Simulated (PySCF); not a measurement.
A GIAO shielding run with PySCF 2.14 (density fitting, non-relativistic, gas phase) on `C=C1C=C(C)/C1=C/SC`, C8H10S:

```
{"job": {"kind": "nmr", "xc": "PBE0", "basis": "pcSseg-1"}, "charge": 0, "multiplicity": 1}
C     -0.403618     2.778857    -0.446257
C     -0.912929     1.564273    -0.343653
C     -2.250121     0.945849    -0.359567
C     -1.746728    -0.302583    -0.190473
C     -2.308162    -1.665723    -0.076288
C     -0.356684     0.193121    -0.156871
C      0.842173    -0.360404    -0.019307
S      2.353620     0.534007    -0.025568
C      3.512860    -0.843094     0.237885
H     -1.031569     3.643602    -0.581551
H      0.659364     2.941793    -0.397806
H     -3.239100     1.348631    -0.466149
H     -3.391660    -1.643005    -0.168165
H     -2.041763    -2.103140     0.886607
H     -1.897601    -2.307942    -0.856005
H      0.962535    -1.425885     0.106651
H      3.425172    -1.556233    -0.577008
H      3.304522    -1.317916     1.192594
H      4.509885    -0.414957     0.248634
```

Hardware: 1 thread of an Arm Neoverse V2, shared host. The job also computes population analyses, field gradients.

Question: How large is the calculation?

Answer: 74 electrons, 210 basis functions and 1105 auxiliary functions.

Question: How long does it take?

Answer: 31 s of wall time, with 15 SCF cycles and 5 response iterations. Times on a shared host scatter by some tens of per cent.
